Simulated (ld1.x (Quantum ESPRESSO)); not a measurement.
## What one change does to a pseudopotential (In (Z = 49), PAW)

| Item | Value |
| --- | --- |
| Element | indium |
| Generator | ld1.x (Quantum ESPRESSO) 7.5 |
| Type | PAW |
| Functional | LDA (PZ) |
| Relativity | scalar-relativistic |
| Frozen core | [Kr] 4d10 |
| Valence charge | 3 |
| Reference configuration | 5s2 5p1 |
| Partial waves | 5s (bound): rcut 2.00, rcutus 2.55 bohr; 5s channel at 0.45 Ry: rcut 2.00, rcutus 2.55 bohr; 5p (bound): rcut 2.40, rcutus 2.85 bohr; 5p channel at 3.35 Ry: rcut 2.40, rcutus 2.85 bohr |
| Local potential | all-electron potential smoothed inside 2.85 bohr (lloc = -1) |
| Core correction | a·sin(br)/r model core, default radius (ld1.x builds one for every PAW set, though the input has nlcc=.false.) |
| Augmentation charge | PSQ, inside the norm-conserving radii |

All-electron outer shells of the reference configuration (LDA (PZ), scalar-relativistic, ld1.x):

| shell | level (eV) | outermost node (bohr) | outermost maximum (bohr) |
| --- | --- | --- | --- |
| 4p | -78.05 | 0.42 | 0.82 |
| 4d | -18.71 | 0.40 | 0.94 |
| 5s | -8.49 | 1.02 | 2.13 |
| 5p | -2.70 | 1.14 | 2.85 |

Change: reference 5s1 5p0.

Cutoffs: the cutoffs (Ry, on a coarse ladder) from which the occupation-weighted sum of valence levels, in a spherical-Bessel basis at the reference potential, stays within 10 and 1 mRy of its value at 400 Ry; they do not see the model core or the augmentation charge, which bear on the density cutoff. Errors are all-electron minus pseudo energies relative to the spin-unpolarised reference configuration.

Problem. What does the change do?

Solution. Both files are so soft that the ladder of cutoffs tells neither apart; the range in which the s phases agree widens (upper end 2.4 → 4.3); the range in which the p phases agree narrows (upper end at the end of the scan → 2.2); neither file shows a bound ghost.

| quantity | base | changed |
| --- | --- | --- |
| cutoff, loose | 6 Ry | 6 Ry |
| cutoff, tight | 6 Ry | 6 Ry |
| bound ghosts | none | none |
| largest error over its own tests, meV | -220 | -132 |
| s: phases at 3.09 bohr within 0.05 rad from the reference energy up to (Ry; the scan ends near 5) | 2.4 | 4.3 |
| p: phases at 3.09 bohr within 0.05 rad from the reference energy up to (Ry; the scan ends near 5) | to the end of the scan | 2.2 |
| lowest overlap eigenvalue by channel | s 0.36, p 0.71 | s 0.45, p 0.43 |
